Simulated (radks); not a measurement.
The numbers below are computed, except where a source is named.
All-electron atom: the indium ion In4+ in [Kr] 4d9. Level of theory: Dirac Kohn-Sham, PBE, spin-unpolarised, spherical densities, point nucleus; open shells are shared between the two j in proportion to 2j + 1 (a radial shooting solver on a logarithmic mesh with Libxc functionals).

Unscreened Slater integrals over Kohn-Sham orbitals (eV). Large and small components are both included.

integral,value
"F0(4d5/2,4d5/2)",22.075
"F2(4d5/2,4d5/2)",11.147
"F4(4d5/2,4d5/2)",7.3546
"F0(4d5/2,4d3/2)",22.193
"F2(4d5/2,4d3/2)",11.204
"G2(4d5/2,4d3/2)",11.196
"G4(4d5/2,4d3/2)",7.3881
"F0(4d5/2,4p3/2)",24.011
"F2(4d5/2,4p3/2)",12.102
"G1(4d5/2,4p3/2)",15.358
"G3(4d5/2,4p3/2)",9.4613
"F0(4d5/2,4p1/2)",24.310
"G3(4d5/2,4p1/2)",9.4130
"F0(4d3/2,4d3/2)",22.314
"F2(4d3/2,4d3/2)",11.264
"F0(4d3/2,4p3/2)",24.165
"F2(4d3/2,4p3/2)",12.208
"G1(4d3/2,4p3/2)",15.514
"G3(4d3/2,4p3/2)",9.5621
"F0(4d3/2,4p1/2)",24.471
"G1(4d3/2,4p1/2)",15.495
"F0(4p3/2,4p3/2)",26.556
"F2(4p3/2,4p3/2)",13.945
"F0(4p3/2,4p1/2)",26.967
"G2(4p3/2,4p1/2)",14.108
"F0(4p1/2,4p1/2)",27.404
